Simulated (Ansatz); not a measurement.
A run on C₃H₈BCl, SMILES `CBCCCl` with other settings.

```yaml
crystal:
  periodic: [false, false, false]
  atoms:
    - {symbol: C, position_ang: [-1.528010, 0.331507, -0.878606]}
    - {symbol: B, position_ang: [-0.632010, -0.870988, -0.282520]}
    - {symbol: C, position_ang: [0.698215, -0.708976, 0.405562]}
    - {symbol: C, position_ang: [1.231440, 0.680728, 0.604473]}
    - {symbol: Cl, position_ang: [2.785620, 0.724669, 1.417556]}
    - {symbol: H, position_ang: [-1.987765, 0.071498, -1.857193]}
    - {symbol: H, position_ang: [-1.048704, 1.292974, -0.964796]}
    - {symbol: H, position_ang: [-2.400938, 0.410942, -0.256215]}
    - {symbol: H, position_ang: [-1.063833, -1.968297, -0.394691]}
    - {symbol: H, position_ang: [1.446894, -1.291485, -0.110651]}
    - {symbol: H, position_ang: [0.640245, -1.167151, 1.434427]}
    - {symbol: H, position_ang: [1.445473, 1.159718, -0.388397]}
    - {symbol: H, position_ang: [0.606126, 1.357209, 1.153269]}
basis:
  gaussian: {orbitals: 6-31G}
hamiltonian: {xc: {name: HF}, dispersion: d4}
```

```sh
$ ansatz run in.yaml --threads 4 --pin off --events-out ev --progress --plain --max-ram 10444MiB
```

It prints (some lines left out):

```
Functional definition: HF
903 factors; integrals over basis functions are off by at most 2.3e-4 eV
mean field evaluation 1: about -16388.4624 eV, gradient 2.5e1 eV
mean field evaluation 2: about -16388.4572 eV, gradient 2.5e1 eV
mean field evaluation 4: about -16390.4867 eV, gradient 2.3e0 eV
mean field evaluation 8: about -16390.5057 eV, gradient 9.9e-3 eV
mean field -16390.50573614 eV, -602.3399759192 hartree, gradient 2.5e-5 eV, S^2 0.000000; 0 other end points of the search recorded, 0 dependent functions left out
reference -16390.50573614 eV, -602.3399759192 hartree; 24, 24 occupied and 41, 41 virtual orbitals, 903 factors
Total energy: -16391.40856071 eV, -602.3731541102 hartree
```

It took 0.25 s on 4 threads of an Arm Neoverse V2 on a shared host, with 0.52 GiB of host memory at the peak.
